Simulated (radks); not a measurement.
Q: These are the eigenvalues of the occupied orbitals of an atom or ion with whole-number occupations (hartree). Calculated with a radial shooting solver on a logarithmic mesh with Libxc functionals: non-relativistic Kohn-Sham, exchange-only LDA, spin-polarised, spherical densities, point nucleus.

| orbital | eigenvalue |
|---|---|
| 1s up | -3.71141 |

Which element is it, and in what charge state? The configuration may be excited. Open shells, if any, are filled with parallel spins first.

A: Z = 3, lithium, charge +2: Li2+ in 1s1. The 1s level, -3.7114 hartree, gives Z - s = 2.7 by -(Z - s)^2/2, which with screening narrows Z to a few neighbours, and with so few levels the electron count can be read from the list.
